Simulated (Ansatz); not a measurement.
Breaking the Se1–H2 bond in hydrogen selenide (SMILES [SeH2]) (multiplicity 1 held, fragments rigid). Energies count from the point at 1.470 Å.
Geometry at that point (charge 0, multiplicity 1):
```xyz
3

Se     0.000     0.057     0.002
H     -1.053    -0.969    -0.038
H      1.050    -0.971    -0.046
```

Restricted levels (R-, RO-) in cc, def2 and unpolarised 6-31G sets keep to the state of the molecule at rest. Unrestricted levels (U-) break spin symmetry where that is lower. Full CI gives the lowest state of the spin. Curves can end on different states.

Correlated levels freeze the cores. Filled d and f shells under p-block atoms count as core.

Programs: Ansatz (Gaussian basis) for Hartree–Fock, density functionals and correlated methods. 

Energies in kcal/mol.

| R (Å) | U-HF/6-31G | R-MP2/6-31G | U-SCS-MP2/6-31G | FCI/6-31G |
|---|---|---|---|---|
| 1.176 | 36.0 | 38.7 | 38.9 | 39.9 |
| 1.323 | 6.7 | 8.1 | 8.2 | 8.9 |
| 1.470 | 0.0 | 0.0 | 0.0 | 0.0 |
| 1.617 | 4.6 | 3.2 | 3.0 | 2.1 |
| 1.765 | 14.7 | 11.6 | 11.3 | 9.3 |
| 1.985 | 31.9 | 27.9 | 33.6 | 22.8 |
| 2.206 | 41.5 | 44.6 | 49.9 | 35.9 |
| 2.573 | 48.1 | 68.5 | 60.0 | 52.0 |
| 2.941 | 50.3 | 85.3 | 63.1 | 60.7 |
| 3.382 | 51.1 | 95.9 | 64.2 | 64.9 |
| 3.970 | 51.3 | 96.2 | 64.5 | 66.4 |
| 4.705 | 51.4 | 82.0 | 64.6 | 66.7 |

Doubts at one or more of the structures used: a spin-contaminated determinant (U-HF/6-31G, U-SCS-MP2/6-31G); a restricted determinant that unrestricted orbitals would lower (R-MP2/6-31G).

Ansatz is an electronic-structure program.
